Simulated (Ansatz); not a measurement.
Mulliken charges of Cl3H3O2Si2 (`O[SiH](Cl)[Si](O)(Cl)Cl`) from PBE/def2-TZVPP in Ansatz (PBE0-D4/def2-TZVP geometry).

```json
{"atom": "O1", "x (Å)": "-0.997", "y (Å)": "-2.021", "z (Å)": "-0.296", "charge (e)": "-0.325"}
{"atom": "Si2", "x (Å)": "0.443", "y (Å)": "-1.260", "z (Å)": "-0.170", "charge (e)": "0.438"}
{"atom": "Cl3", "x (Å)": "1.490", "y (Å)": "-1.878", "z (Å)": "1.486", "charge (e)": "-0.203"}
{"atom": "Si4", "x (Å)": "0.098", "y (Å)": "1.034", "z (Å)": "0.139", "charge (e)": "0.481"}
{"atom": "O5", "x (Å)": "-0.383", "y (Å)": "1.699", "z (Å)": "-1.265", "charge (e)": "-0.325"}
{"atom": "Cl6", "x (Å)": "-1.382", "y (Å)": "1.218", "z (Å)": "1.562", "charge (e)": "-0.211"}
{"atom": "Cl7", "x (Å)": "1.746", "y (Å)": "2.009", "z (Å)": "0.862", "charge (e)": "-0.190"}
{"atom": "H8", "x (Å)": "-1.667", "y (Å)": "-1.826", "z (Å)": "0.364", "charge (e)": "0.195"}
{"atom": "H9", "x (Å)": "1.215", "y (Å)": "-1.617", "z (Å)": "-1.375", "charge (e)": "-0.054"}
{"atom": "H10", "x (Å)": "-0.564", "y (Å)": "2.641", "z (Å)": "-1.307", "charge (e)": "0.193"}
```

Task: By hand: the dipole of these point charges (1 e Å = 4.8032 D).

Result: Σ q r = (-0.152, 0.034, -0.402) e Å, of length 0.431 e Å = 2.07 D.

Task: How does the dipole of the full density compare? (Estimate.)

Result: Computed: (-0.240, 0.249, -0.146) e Å, 1.80 D; the point charges give 1.15 times that, at 50° from its direction.

Point charges leave out the atoms' own dipoles, such as those of lone pairs, and Mulliken's split depends on the basis, so the two needn't agree.
